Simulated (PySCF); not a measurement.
Ga(F)(NH2)2 (FGaH4N2), SMILES [NH2][Ga]([NH2])[F].

Coordinates come from a PBE0-D3(BJ)/def2-SVP optimisation. The structure was generated by enumeration; whether it is a known compound was not checked. One conformer was computed; it need not be the lowest.

Method: TDA-PBE/def2-SVPD run with PySCF.

Vertical excitations. Gas-phase values at a fixed geometry. State labels are in the subgroup C2.

Computed UV-visible absorptions:
```json
[
 {"state": "S1", "symmetry": "A", "energy (eV)": "4.65", "λ (nm)": "267", "f": "0.001", "main pairs": "HOMO→LUMO 100 %"},
 {"state": "S2", "symmetry": "B", "energy (eV)": "5.31", "λ (nm)": "233", "f": "0.063", "main pairs": "HOMO−1→LUMO 98 %"},
 {"state": "S3", "symmetry": "A", "energy (eV)": "6.46", "λ (nm)": "192", "f": "0.000", "main pairs": "HOMO→LUMO+2 99 %"},
 {"state": "S4", "symmetry": "B", "energy (eV)": "6.54", "λ (nm)": "190", "f": "0.067", "main pairs": "HOMO→LUMO+1 73 %, HOMO−2→LUMO 20 %"},
 {"state": "S5", "symmetry": "B", "energy (eV)": "6.70", "λ (nm)": "185", "f": "0.053", "main pairs": "HOMO→LUMO+3 98 %"},
 {"state": "S6", "symmetry": "B", "energy (eV)": "6.99", "λ (nm)": "177", "f": "0.110", "main pairs": "HOMO−2→LUMO 65 %, HOMO−1→LUMO+2 22 %"},
 {"state": "S7", "symmetry": "A", "energy (eV)": "7.09", "λ (nm)": "175", "f": "0.028", "main pairs": "HOMO−1→LUMO+1 87 %"},
 {"state": "S8", "symmetry": "B", "energy (eV)": "7.10", "λ (nm)": "175", "f": "0.052", "main pairs": "HOMO−1→LUMO+2 76 %, HOMO−2→LUMO 13 %"},
 {"state": "S9", "symmetry": "A", "energy (eV)": "7.25", "λ (nm)": "171", "f": "0.000", "main pairs": "HOMO−1→LUMO+3 98 %"},
 {"state": "S10", "symmetry": "B", "energy (eV)": "7.33", "λ (nm)": "169", "f": "0.051", "main pairs": "HOMO−3→LUMO 97 %"},
 {"state": "T1", "symmetry": "A", "energy (eV)": "4.36", "λ (nm)": "285", "f": "0", "main pairs": "HOMO→LUMO 100 %"},
 {"state": "T2", "symmetry": "B", "energy (eV)": "4.89", "λ (nm)": "253", "f": "0", "main pairs": "HOMO−1→LUMO 99 %"},
 {"state": "T3", "symmetry": "B", "energy (eV)": "5.51", "λ (nm)": "225", "f": "0", "main pairs": "HOMO→LUMO+1 99 %"},
 {"state": "T4", "symmetry": "A", "energy (eV)": "5.98", "λ (nm)": "207", "f": "0", "main pairs": "HOMO−1→LUMO+1 98 %"}
]
```
Triplets are in the Tamm–Dancoff approximation.
